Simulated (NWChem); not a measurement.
Species: SnIBr, singlet; SMILES [Sn]([Br])[I]

Results from NWChem. Low-valent species are run as closed-shell singlets; no triplet was tried in these runs. Structure relaxed at the PBE-D3(BJ)/def2-SVP level. def2 effective core potentials on Sn, I; no spin-orbit coupling. Vertical excitations in the gas phase; the lowest state need not have the same character in each row.

For level B3LYP/def2-SVPD, TDA:

```
Property                                  Value
----------------------------------------  -----
lowest excitation, singlet (eV)            2.78
lowest state with f > 0.02, singlet (eV)   3.47
orbital gap (eV)                           3.65
```

Q: How do the values read with level PBE/def2-SVPD, TDA instead?

A: 
| Item | Result |
|---|---|
| lowest excitation, singlet (eV) | 2.53 |
| lowest state with f > 0.02, singlet (eV) | 3.27 |
| orbital gap (eV) | 2.43 |
